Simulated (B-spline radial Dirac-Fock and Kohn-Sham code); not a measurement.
**The Si-like isoelectronic sequence (14 electrons), Z = 23 to 33**

Model: multi-electron Dirac-Fock with separately optimised hole states, Breit and Lamb-shift corrections added in first order. Program: a radial atomic solver. Binding energies in eV, tabulated ground configurations ([Ne] 3s2 3p2 throughout). The model has no electron correlation.

| ion | 2p1/2 | 2p3/2 | 3s | outermost level | NIST ionisation energy |
| --- | --- | --- | --- | --- | --- |
| V⁹⁺ | 751.0 | 744.0 | 254.3 | 226.7 (3p) | 230.5 ± 0.5 |
| Cr¹⁰⁺ | 857.7 | 849.2 | 296.8 | 266.8 (3p) | 270.8 ± 0.5 |
| Mn¹¹⁺ | 971.6 | 961.3 | 342.4 | 309.9 (3p) | 314.4 ± 0.6 |
| Fe¹²⁺ | 1092.5 | 1080.1 | 391.2 | 356.2 (3p) | 361 ± 0.7 |
| Co¹³⁺ | 1220.6 | 1205.9 | 443.1 | 405.5 (3p) | 410 ± 1 |
| Ni¹⁴⁺ | 1355.8 | 1338.4 | 498.1 | 457.9 (3p) | 462.8 ± 1.1 |
| Cu¹⁵⁺ | 1498.2 | 1477.8 | 556.4 | 513.4 (3p) | 518.7 ± 1.2 |
| Zn¹⁶⁺ | 1647.8 | 1624.0 | 617.8 | 572.0 (3p) | 577.8 ± 1.3 |
| Ga¹⁷⁺ | ? | ? | ? | ? | ? |
| Ge¹⁸⁺ | 1968.9 | 1936.9 | 750.1 | 698.5 (3p) | 706.7 ± 1 |
| As¹⁹⁺ | 2140.4 | 2103.7 | 821.0 | 766.5 (3p) | 774 ± 1.8 |

Question: Fill in the row of Ga¹⁷⁺.

Answer: 2p1/2 1804.7, 2p3/2 1777.0, 3s 682.3, outermost 633.7 (3p), NIST 640 ± 1.5 eV.

NIST's values are for the lowest levels; a dash marks a value that is missing or belongs to another shell. Their kind here: semi-empirical. Where a p, d or f shell is open in either ion the computed value averages over both j values and all terms, while the table refers to the lowest levels; that difference holds spin-orbit splitting (largest in heavy or highly charged ions), term energies where several electrons share open shells, and correlation, and it can reach 10 % or more.
